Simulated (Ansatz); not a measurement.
`[F][AlH][SH]` + `[OH][SnH2][SH]` → `[SH][AlH][SH]` + `[OH][SnH2][F]`  (redistribution)

Calculated with Ansatz (gas phase, PBE0-D4/def2-TZVP geometries, no zero-point term in ΔE). CBS: MP2 limit from def2 TZ/QZ plus the TZ coupled-cluster correction, frozen cores. This one scheme is used for every species. Functionals use def2-TZVPP. B3LYP here is the variant with VWN-RPA as its local correlation; programs differ in this. HSE06 is defined as in plane-wave codes. Elements past krypton have def2 core potentials. For Sn outer-core shells are correlated without core-valence functions, which leaves a few kJ/mol of doubt a bond. Each species was taken in one conformer, which may not be the lowest.

```json
{"level": "PBE0-D4", "ΔE (kcal/mol)": "16.6", "difference from CCSD(T)/CBS": "-1.1"}
{"level": "B3LYP-D4", "ΔE (kcal/mol)": "17.3", "difference from CCSD(T)/CBS": "-0.4"}
{"level": "r2SCANh-D4", "ΔE (kcal/mol)": "16.7", "difference from CCSD(T)/CBS": "-1.0"}
{"level": "HSE06-D4", "ΔE (kcal/mol)": "16.5", "difference from CCSD(T)/CBS": "-1.2"}
{"level": "B2PLYP", "ΔE (kcal/mol)": "17.6", "difference from CCSD(T)/CBS": "-0.1"}
{"level": "PBE-QIDH", "ΔE (kcal/mol)": "17.5", "difference from CCSD(T)/CBS": "-0.2"}
{"level": "PBE", "ΔE (kcal/mol)": "15.7", "difference from CCSD(T)/CBS": "-2.0"}
{"level": "RPA@PBE/def2-TZVPP", "ΔE (kcal/mol)": "17.4", "difference from CCSD(T)/CBS": "-0.3"}
{"level": "HF/def2-SVP", "ΔE (kcal/mol)": "18.0", "difference from CCSD(T)/CBS": "0.3"}
{"level": "HF/def2-TZVPP", "ΔE (kcal/mol)": "17.4", "difference from CCSD(T)/CBS": "-0.3"}
{"level": "SCS-MP2/def2-TZVPP", "ΔE (kcal/mol)": "18.2", "difference from CCSD(T)/CBS": "0.5"}
{"level": "CCSD/def2-TZVPP", "ΔE (kcal/mol)": "18.1", "difference from CCSD(T)/CBS": "0.4"}
{"level": "HF/def2-QZVPP", "ΔE (kcal/mol)": "17.5", "difference from CCSD(T)/CBS": "-0.2"}
{"level": "MP2/def2-QZVPP", "ΔE (kcal/mol)": "18.7", "difference from CCSD(T)/CBS": "1.0"}
{"level": "SCS-MP2/def2-QZVPP", "ΔE (kcal/mol)": "18.0", "difference from CCSD(T)/CBS": "0.3"}
{"level": "CCSD/CBS(def2)", "ΔE (kcal/mol)": "17.9", "difference from CCSD(T)/CBS": "0.2"}
{"level": "CCSD(T)/CBS", "ΔE (kcal/mol)": "17.7", "difference from CCSD(T)/CBS": "0"}
```

Task: What do rigid-rotor, harmonic-oscillator terms from PBE0-D4/def2-TZVP frequencies (298.15 K, 1 bar) make of the CCSD(T)/CBS value? (Estimate.)

Result: Ansatz gave: ΔZPE = -0.2 kcal/mol, ΔH = +17.5 kcal/mol, ΔS = -6 J/(mol·K), ΔG = +17.9 kcal/mol.

Largest T1 diagnostic among the species: 0.014.

From PBE to PBE0 (25 % exact exchange), in def2-TZVPP and without D4, ΔE moves by +0.8 kcal/mol. Leaving LDA and LC-ωPBE aside and taking each functional with its dispersion term where it has one, the values, not all of them listed here, spread over 2.6 kcal/mol, from revPBE-D4 to BHLYP-D4. LDA lies +1.2 kcal/mol from PBE without D4.
